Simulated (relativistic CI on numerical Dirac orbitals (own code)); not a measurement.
Level scheme of Tb LXV

Method of calculation: Dirac equation for one electron, model QED (radiative potential, 1s self-energy scaled to tabulated hydrogen-like ionisation energies) (own radial code, finite nucleus).

Configuration list: 1s, 2s, 2p, 3s, 3p, 3d, 4s, 4p, 4d, 4f, 5s, 5p, 5d, 5f, 5g, 6s, 6p, 6d. Levels of other configurations are missing.

The lowest level is 1s ²S1/2, with 100 % of that term; Hund's rules for 1s give ²S with J = 1/2, in agreement.

| No. | Configuration | Term | J | E (Ry) | % | Landé g | Lifetime (s) |
| --- | --- | --- | --- | --- | --- | --- | --- |
| 1 | 1s | ²S | 1/2 | 0.00 | 100 | 1.843 |  |
| 2 | 2p | ²P° | 1/2 | 3346.40 | 100 | 0.625 | 8.71e-17 |
| 3 | 2s | ²S | 1/2 | 3347.46 | 100 | 1.962 |  |
| 4 | 2p | ²P° | 3/2 | 3415.73 | 100 | 1.304 | 9.46e-17 |
| 5 | 3p | ²P° | 1/2 | 3988.00 | 100 | 0.648 | 3.01e-16 |
| 6 | 3s | ²S | 1/2 | 3988.31 | 100 | 1.985 | 5.70e-15 |
| 7 | 3d | ²D | 3/2 | 4008.58 | 100 | 0.786 | 7.74e-16 |
| 8 | 3p | ²P° | 3/2 | 4008.63 | 100 | 1.321 | 3.04e-16 |
| 9 | 3d | ²D | 5/2 | 4014.70 | 100 | 1.188 | 8.44e-16 |
| 10 | 4p | ²P° | 1/2 | 4209.62 | 100 | 0.656 | 7.19e-16 |
| 11 | 4s | ²S | 1/2 | 4209.75 | 100 | 1.992 | 8.47e-15 |
| 12 | 4d | ²D | 3/2 | 4218.26 | 100 | 0.792 | 1.77e-15 |
| 13 | 4p | ²P° | 3/2 | 4218.28 | 100 | 1.326 | 7.08e-16 |
| 14 | 4f | ²F° | 5/2 | 4220.84 | 100 | 0.850 | 3.88e-15 |
| 15 | 4d | ²D | 5/2 | 4220.85 | 100 | 1.193 | 1.94e-15 |
| 16 | 4f | ²F° | 7/2 | 4222.11 | 100 | 1.136 | 3.99e-15 |
| 17 | 5p | ²P° | 1/2 | 4310.97 | 100 | 0.660 | 1.41e-15 |
| 18 | 5s | ²S | 1/2 | 4311.03 | 100 | 1.996 | 1.35e-14 |
| 19 | 5d | ²D | 3/2 | 4315.36 | 100 | 0.795 | 3.38e-15 |
| 20 | 5p | ²P° | 3/2 | 4315.37 | 100 | 1.329 | 1.36e-15 |
| 21 | 5f | ²F° | 5/2 | 4316.69 | 100 | 0.852 | 7.44e-15 |
| 22 | 5d | ²D | 5/2 | 4316.69 | 100 | 1.196 | 3.72e-15 |
| 23 | 5g | ²G | 7/2 | 4317.34 | 100 | 0.884 | 1.29e-14 |
| 24 | 5f | ²F° | 7/2 | 4317.34 | 100 | 1.139 | 7.67e-15 |
| 25 | 5g | ²G | 9/2 | 4317.72 | 100 | 1.107 | 1.30e-14 |
| 26 | 6p | ²P° | 1/2 | 4365.51 | 100 | 0.662 | 2.43e-15 |
| 27 | 6s | ²S | 1/2 | 4365.55 | 100 | 1.998 | 2.08e-14 |
| 28 | 6d | ²D | 3/2 | 4368.05 | 100 | 0.796 | 5.76e-15 |
| 29 | 6p | ²P° | 3/2 | 4368.05 | 100 | 1.331 | 2.34e-15 |
| 30 | 6d | ²D | 5/2 | 4368.81 | 100 | 1.197 | 6.34e-15 |

Energies count from the lowest computed level; ° marks odd parity; lifetimes are radiative, by E1, M1, E2, M2 decay to levels of this space only; some are left blank where a channel outside the calculation adds to the decay or the decay crosses a small, uncertain gap.
